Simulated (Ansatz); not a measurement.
C6H7N, charge -1, doublet, at a GFN2-xTB geometry (a state made from the parent by changing its charge; the spin is typed, not shown lowest) (a gas-phase anion, which may not be bound at this level); MP2/pcseg-2 (Ansatz, a first-principles code).

Here is a job for Ansatz.
Ansatz 0.2 input:
```yaml
crystal:
  periodic: [false, false, false]
  atoms:
    - {symbol: N, position_ang: [2.30611278, -0.37368377, 0.31850955]}
    - {symbol: C, position_ang: [0.90316781, -0.14061152, 0.11221571]}
    - {symbol: C, position_ang: [0.35524328, 1.05773136, 0.53014933]}
    - {symbol: C, position_ang: [-1.07583796, 1.26684553, 0.37770631]}
    - {symbol: C, position_ang: [-1.84035512, 0.27071353, -0.19415680]}
    - {symbol: C, position_ang: [-1.29183375, -0.92008430, -0.62417739]}
    - {symbol: C, position_ang: [0.13891277, -1.13258749, -0.47328697]}
    - {symbol: H, position_ang: [2.67176231, -0.99965113, -0.39248319]}
    - {symbol: H, position_ang: [2.82005029, 0.50174578, 0.29534185]}
    - {symbol: H, position_ang: [0.97376850, 1.83035100, 0.97826414]}
    - {symbol: H, position_ang: [-1.51633033, 2.20195286, 0.71122039]}
    - {symbol: H, position_ang: [-2.91550490, 0.43071945, -0.31162941]}
    - {symbol: H, position_ang: [-1.90147736, -1.69761168, -1.07526134]}
    - {symbol: H, position_ang: [0.58915985, -2.06376258, -0.80572037]}
basis:
  gaussian:
    orbitals: pcseg-2
total_charge: -1
magnetization: {spin_polarized: true, initial_magnetization: 1}
correlation: {method: mp2}
```

Output, abridged:

```
Functional definition: HF
1831 factors; integrals over basis functions are off by at most 1.1e-3 eV
mean field evaluation 1: about -7770.7798 eV, gradient 2.7e1 eV
mean field evaluation 2: about -7770.8055 eV, gradient 2.7e1 eV
mean field evaluation 4: about -7775.2513 eV, gradient 4.0e0 eV
mean field evaluation 8: about -7775.4035 eV, gradient 1.7e-1 eV
mean field evaluation 16: about -7773.5294 eV, gradient 1.2e1 eV
mean field evaluation 32: about -7774.7364 eV, gradient 2.9e-1 eV
mean field evaluation 64: about -7774.9399 eV, gradient 1.0e-1 eV
mean field evaluation 96: about -7774.7258 eV, gradient 8.8e-1 eV
mean field evaluation 128: about -7774.8783 eV, gradient 1.8e-2 eV
mean field -7775.40403806 eV, -285.7408280406 hartree, gradient 2.2e-6 eV, S^2 0.836693; 12 other end points of the search recorded, 0 dependent functions left out
7 core orbitals not correlated
reference -7775.40403806 eV, -285.7408280406 hartree; 19, 18 occupied and 282, 283 virtual orbitals, 1831 factors
second order -31.63388456 eV of doubles, -0.00000000 eV of singles
Total energy: -7807.03792262 eV, -286.9033518559 hartree
```
